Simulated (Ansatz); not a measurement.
Molecule: sum formula SiH2Cl (charge -1, singlet). It need not be the lowest isomer of its formula. Whether it binds its extra electron was not tested at this geometry. 
Geometry from a B3LYP-D3(BJ)/def2-TZVP (Ansatz, a program for electronic structure) optimisation:
```
Si
H 1 1.5401
H 1 1.5401 2 92.28
Cl 1 2.2792 2 95.02 3 -95.24
```
Charge -1, spin multiplicity 1.

Basis-set convergence of Hartree-Fock and CCSD correlation energies (hartree) with Ansatz. Correlated levels leave the core frozen unless marked. Spin-orbit coupling is left out. No relativistic terms. This anion needs diffuse functions, which these sets lack.

```tsv
basis	functions	E(HF)	E(corr, CCSD)
def2-SVP	46	-749.38280	-0.26871
def2-TZVPP	112	-749.64875	-0.36352
def2-QZVPP	200	(withheld)	(withheld)
```

### Question
Some entries are withheld; supply them.

### Answer

- def2-QZVPP, E(HF): -749.67265
- def2-QZVPP, E(corr, CCSD): -0.39133
